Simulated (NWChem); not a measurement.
BeBr₂; SMILES [Br][Be][Br]

Computed with NWChem. Structure relaxed at the PBE0/def2-SVP level. Vertical excitations in the gas phase.

**Question.** Estimate the computed values for CAM-B3LYP/aug-cc-pVDZ, TDA. Quantities: lowest excitation, singlet (eV); orbital gap (eV).

**Answer.** 
```yaml
lowest excitation, singlet (eV): 6.98
orbital gap (eV): 9.98
```
